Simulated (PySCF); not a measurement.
Structure elucidation problem

Molecular formula: C5H8N2OSi. Simulated spectra:

1H NMR (600 MHz, computed): δ 8.28 (br s, 1H), 6.44 (m, 1H), 6.22 (s, 1H), 6.15 (m, 1H), 5.61 (m, 1H), 5.04 (s, 3H).

13C{1H} NMR (computed): δ 167.3 (C), 147.0 (C), 131.3 (CH), 122.1 (CH2), 94.0 (CH).

Computed data (PySCF 2.14): geometry: GFN2-xTB, GIAO PBE0/pcSseg-1 shieldings. A single conformation, relativity neglected, fast rotation and ring inversion assumed for equivalent nuclei, in vacuum.

Scale: 1H (σref 31.72), 13C (σref 186.93) against TMS (reference shieldings calculated alike).

Q: Which candidate is it?
A. C=Cc1cc(O[SiH3])n[nH]1
B. [H]/N=C(\CC#C[SiH3])C(N)=O
C. NC(=O)[SiH2]n1cccc1
D. C=NCc1cnoc1[SiH3]
E. N#C[C@H]1C[Si@@H](NC=O)C1
F. N#C[C@H]1C[Si@H](C(N)=O)C1

A: A. 

- The formula gives 4 degrees of unsaturation (1 ring in the answer).
- 5 carbon signals for 5 carbons: no two carbons are equivalent.
- Carbon types of the structure: 2 × C, 2 × CH, 1 × CH2, leaving 4 H on heteroatoms.
- δC 167.3: aromatic carbon bearing oxygen; σ withdrawal by the attached heteroatom moves it downfield of the ring CH carbons.
- δC 147.0: substituted aromatic carbon next to a ring nitrogen.
- δC 131.3: alkene CH; the olefinic region.
- δC 122.1: terminal =CH2 carbon; as expected for a trigonal carbon in a double bond.
- δC 94.0: aromatic CH; it is ortho or para to a lone-pair donor and shielded by resonance.

The others: C=NCc1cnoc1[SiH3] has carbons computed at 173.4, 158.3, 150.0, 135.2, 61.0, with a different DEPT pattern; NC(=O)[SiH2]n1cccc1 would give 3 carbon signals, not 5; [H]/N=C(\CC#C[SiH3])C(N)=O would give 2 signals for carbon-bound and other non-exchanging H, not 5; N#C[C@H]1C[Si@@H](NC=O)C1 would give 4 carbon signals, not 5; N#C[C@H]1C[Si@H](C(N)=O)C1 would give 4 carbon signals, not 5.

Exchangeable OH/NH protons stand at their gas-phase positions; hydrogen bonding in a real sample shifts them, mostly to higher δ. Shifts are as computed. Against solution values, carbons near 30 ppm lie about +3 ppm off and those near 130 ppm about +5 ppm. Of 1211 compounds with measured shifts, 218 miss one by over three times the rms of a fit or turn the order of signals round; such compounds aren't used in these exercises. Multiplicities follow the n + 1 count of equivalent neighbours, as no J values were calculated; m marks all less simple cases, F and P coupling included.
